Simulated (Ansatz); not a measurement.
One change: `C[Si](O)(O)[SiH3]` becomes `O[Si](O)(F)[SiH3]`.

Ansatz, PBE0-D4/def2-TZVP geometries, multiplicity 1. Each molecule was computed in one conformer, which needn't be the lowest.

| property | `C[Si](O)(O)[SiH3]` |
| --- | --- |
| LUMO energy (ωB97M-V/def2-TZVPP) / eV | 1.85 |
| HOMO energy (B3LYP/def2-TZVPP) / eV | -7.49 |
| HOMO–LUMO gap (B3LYP/def2-TZVPP) / eV | 7.47 |
| HOMO energy (PBE/def2-TZVPP) / eV | -6.47 |
| HOMO–LUMO gap (ωB97M-V/def2-TZVPP) / eV | 11.60 |
| LUMO energy (B3LYP/def2-TZVPP) / eV | -0.02 |

Problem. What does the change do to each property? (Best estimate.)

Solution. The calculation gave: 
| property | `O[Si](O)(F)[SiH3]` | shift |
| --- | --- | --- |
| LUMO energy (ωB97M-V/def2-TZVPP) / eV | 1.84 | -0.01 |
| HOMO energy (B3LYP/def2-TZVPP) / eV | -8.25 | -0.76 |
| HOMO–LUMO gap (B3LYP/def2-TZVPP) / eV | 8.18 | 0.71 |
| HOMO energy (PBE/def2-TZVPP) / eV | -7.16 | -0.69 |
| HOMO–LUMO gap (ωB97M-V/def2-TZVPP) / eV | 12.39 | 0.79 |
| LUMO energy (B3LYP/def2-TZVPP) / eV | -0.07 | -0.05 |

With PBE0 the HOMO falls by 0.78 eV and the LUMO falls by 0.08 eV, so the gap widens by about 0.70 eV. PBE moves the HOMO by -0.69 eV and ωB97M-V by -0.80 eV. The zero-point energy changes by -88.9 kJ/mol with -9 modes.

Positive LUMOs are unbound, so they and the gaps depend on the basis.

B3LYP here is the variant with VWN-RPA as its local correlation; programs differ in this.
